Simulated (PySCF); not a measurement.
H2Cl2Si (SMILES Cl[SiH2]Cl), singlet, geometry from GFN2-xTB; DF-CAMB3LYP/aug-cc-pVDZ in PySCF.

The PySCF input:
```python
from pyscf import gto, scf, dft
import numpy

mol = gto.Mole()
mol.atom = '''
    Si   -0.029365   -0.753806    0.033461
    Cl    1.656056    0.340302    0.026833
    Cl   -1.624718    0.464142   -0.062541
    H    -0.091646   -1.506331    1.276959
    H    -0.029986   -1.615946   -1.138365
'''
mol.basis = 'aug-cc-pvdz'
mol.charge = 0
mol.spin = 0
mol.verbose = 4
mol.cart = True
mol.build()
print('smallest overlap eigenvalue', numpy.linalg.eigvalsh(mol.intor('int1e_ovlp'))[0])

mf = dft.RKS(mol)
mf.xc = 'camb3lyp'
mf = mf.density_fit(auxbasis='def2-universal-jkfit')
mf.kernel()
mf.analyze()
```

Output, abridged:

```
PySCF version 2.14.0

[INPUT] verbose = 4
[INPUT] num. atoms = 5
[INPUT] num. electrons = 50
[INPUT] charge = 0
[INPUT] spin (= nelec alpha-beta = 2S) = 0
[INPUT] symmetry False subgroup None
[INPUT] Mole.unit = angstrom
[INPUT] Cartesian GTO integrals (6d 10f)
[INPUT] Symbol           X                Y                Z      unit          X                Y                Z       unit  Magmom
[INPUT]  1 Si    -0.029365000000  -0.753806000000   0.033461000000 AA   -0.055491807648  -1.424486891054   0.063232125854 Bohr   0.0
[INPUT]  2 Cl     1.656056000000   0.340302000000   0.026833000000 AA    3.129492286943   0.643077579642   0.050707021100 Bohr   0.0
[INPUT]  3 Cl    -1.624718000000   0.464142000000  -0.062541000000 AA   -3.070272049651   0.877101262908  -0.118185361556 Bohr   0.0
[INPUT]  4 H     -0.091646000000  -1.506331000000   1.276959000000 AA   -0.173185840412  -2.846553042942   2.413102782298 Bohr   0.0
[INPUT]  5 H     -0.029986000000  -1.615946000000  -1.138365000000 AA   -0.056665327571  -3.053695372086  -2.151198079791 Bohr   0.0

nuclear repulsion = 195.022343402999
number of shells = 34
number of NR pGTOs = 178
number of NR cGTOs = 105
basis = aug-cc-pvdz
ecp = {}
smallest overlap eigenvalue 0.0003641367133517925

******** <class 'pyscf.df.df_jk.DFRKS'> ********
method = DFRKS
initial guess = minao
damping factor = 0
level_shift factor = 0
DIIS = <class 'pyscf.scf.diis.CDIIS'>
diis_start_cycle = 1
diis_space = 8
diis_damp = 0
SCF conv_tol = 1e-09
SCF conv_tol_grad = None
SCF max_cycles = 50
direct_scf = False
XC library pyscf.dft.libxc version 7.1.2
    S. Lehtola, C. Steigemann, M. J. T. Oliveira, and M. A. L. Marques,  SoftwareX 7, 1–5 (2018)
XC functionals = camb3lyp
    T. Yanai, D. P. Tew, and N. C. Handy,  Chem. Phys. Lett. 393, 51 (2004)
radial grids:
    Treutler-Ahlrichs [JCP 102, 346 (1995); DOI:10.1063/1.469408] (M4) radial grids

becke partition: Becke, JCP 88, 2547 (1988); DOI:10.1063/1.454033
pruning grids: <function nwchem_prune>
grids dens level: 3
symmetrized grids: False
atomic radii adjust function: <function treutler_atomic_radii_adjust>
small_rho_cutoff = 0
Set gradient conv threshold to 3.16228e-05
Initial guess from minao.
tot grids = 76560
******** <class 'pyscf.df.df.DF'> ********
auxbasis = def2-universal-jkfit
Create RSH-DF object <pyscf.df.df.DF object> for omega=0.33
******** <class 'pyscf.df.df.DF'> ********
auxbasis = auxmol.basis = def2-universal-jkfit
init E= -1211.45094577835
  HOMO = -0.353014100714828  LUMO = -0.00549268769889988  gap/eV = 9.45654
cycle= 1 E= -1211.19247579034  delta_E= 0.258  |g|= 0.329  |ddm|= 2.15
  HOMO = -0.376964253129687  LUMO = 0.0042937459122774  gap/eV = 10.37456
cycle= 2 E= -1211.20093984513  delta_E= -0.00846  |g|= 0.301  |ddm|= 0.629
  HOMO = -0.38426732706157  LUMO = 0.0167374158891658  gap/eV = 10.91189
cycle= 3 E= -1211.22656663068  delta_E= -0.0256  |g|= 0.0112  |ddm|= 0.308
  HOMO = -0.384687196088701  LUMO = 0.0168244586823673  gap/eV = 10.92569
cycle= 4 E= -1211.2266220014  delta_E= -5.54e-05  |g|= 0.00328  |ddm|= 0.0421
  HOMO = -0.384462877493863  LUMO = 0.0169004332960577  gap/eV = 10.92165
cycle= 5 E= -1211.22662559438  delta_E= -3.59e-06  |g|= 0.000945  |ddm|= 0.00878
  HOMO = -0.384619390735816  LUMO = 0.016872931919225  gap/eV = 10.92516
cycle= 6 E= -1211.22662590159  delta_E= -3.07e-07  |g|= 0.000194  |ddm|= 0.00166
  HOMO = -0.384591271293831  LUMO = 0.0168728304565891  gap/eV = 10.92439
cycle= 7 E= -1211.22662591731  delta_E= -1.57e-08  |g|= 3.12e-05  |ddm|= 0.000585
  HOMO = -0.384592475685436  LUMO = 0.0168730404621797  gap/eV = 10.92443
cycle= 8 E= -1211.22662591802  delta_E= -7.06e-10  |g|= 9.41e-06  |ddm|= 9.95e-05
  HOMO = -0.384593440031161  LUMO = 0.0168727506140591  gap/eV = 10.92445
Extra cycle  E= -1211.22662591804  delta_E= -2.66e-11  |g|= 5.18e-06  |ddm|= 1.63e-05
converged SCF energy = -1211.22662591804
**** SCF Summaries ****
Total Energy =                       -1211.226625918043055
Nuclear Repulsion Energy =             195.022343402998871
One-electron Energy =                -2061.294499532546979
Two-electron Energy =                  655.045530211505024
Two-electron Coulomb Energy =          733.291689218693591
DFT Exchange-Correlation Energy =      -78.246159007188567
HOMO-LUMO gap [eV] =                    10.924451487625985
**** MO energy ****
MO #1   energy= -101.636113708459  occ= 2
MO #2   energy= -101.636112224716  occ= 2
MO #3   energy= -66.3056486223235  occ= 2
MO #4   energy= -9.54943200605364  occ= 2
MO #5   energy= -9.5494286208348   occ= 2
MO #6   energy= -7.31079050615519  occ= 2
MO #7   energy= -7.3107888151081   occ= 2
MO #8   energy= -7.30485867002749  occ= 2
MO #9   energy= -7.30485653346229  occ= 2
MO #10  energy= -7.30458304124663  occ= 2
MO #11  energy= -7.30458222376916  occ= 2
MO #12  energy= -5.44138395376616  occ= 2
MO #13  energy= -3.80300895482784  occ= 2
MO #14  energy= -3.8008216821447   occ= 2
MO #15  energy= -3.79802513517846  occ= 2
MO #16  energy= -0.949327948052577 occ= 2
MO #17  energy= -0.919656199434415 occ= 2
MO #18  energy= -0.635421189482506 occ= 2
MO #19  energy= -0.488878493619867 occ= 2
MO #20  energy= -0.488243283977994 occ= 2
MO #21  energy= -0.488022309490693 occ= 2
MO #22  energy= -0.414116218180488 occ= 2
MO #23  energy= -0.41119614781107  occ= 2
MO #24  energy= -0.397557074963327 occ= 2
MO #25  energy= -0.384593440031161 occ= 2
MO #26  energy= 0.0168727506140591 occ= 0
MO #27  energy= 0.0189365664892867 occ= 0
MO #28  energy= 0.0196931685779938 occ= 0
MO #29  energy= 0.0395076235232876 occ= 0
MO #30  energy= 0.0661261688424813 occ= 0
MO #31  energy= 0.0665403372592534 occ= 0
MO #32  energy= 0.0710315324971749 occ= 0
MO #33  energy= 0.079614976151543  occ= 0

WARN: Weak orthogonality for localized orbitals 1.639365585005487e-08

 ** Mulliken pop on meta-lowdin orthogonal AOs  **
 ** Mulliken pop  **
 ** Mulliken atomic charges  **
charge of    0Si =      0.76042
charge of    1Cl =     -0.28007
charge of    2Cl =     -0.28012
charge of    3H =     -0.10012
charge of    4H =     -0.10012
Dipole moment(X, Y, Z, Debye): -0.04882, -1.25349,  0.05564
```
